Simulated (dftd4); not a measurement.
CeCl₃ (SMILES [Cl][Ce]([Cl])[Cl]), doublet, at a GFN2-xTB geometry (such geometries of metal compounds can be far from the true shape); D4 for pbe (dftd4 4.2.0).

Here is a job for dftd4.
```
$ dftd4 mol.xyz --func pbe --charge 0 --json dftd4.json --noedisp

# file mol.xyz
4

Ce    -0.19997989     0.17171609     0.49563807
Cl    -1.58911817    -1.32918991    -0.90375976
Cl     0.35878579     1.86556014    -1.22465596
Cl     1.91261672    -1.12222513     0.43741526
```

It wrote (shortened):

```
                    ____  _____ _____     ____  _  _
      -------------|  _ \|  ___|_   _|---|  _ \| || |------------
     |             | | | | |_    | | ___ | | | | || |_           |
     |             | |_| |  _|   | ||___|| |_| |__   _|          |
     |             |____/|_|     |_|     |____/   |_|            |
     |             ===================================           |
     |            E. Caldeweyher, S. Ehlert & S. Grimme          |
     |          Mulliken Center for Theoretical Chemistry        |
     |                    University of Bonn                     |
      -----------------------------------------------------------

Rational (Becke-Johnson) damping: pbe-D4-ATM
---------------------
  s6         1.0000
  s8         0.9595
  s9         1.0000
  a1         0.3857
  a2         4.8069
 alp        16.0000
--------------------

Dispersion energy:      -5.0802951760126E-03 Eh

[Info] JSON dump of results written to 'dftd4.json'
```
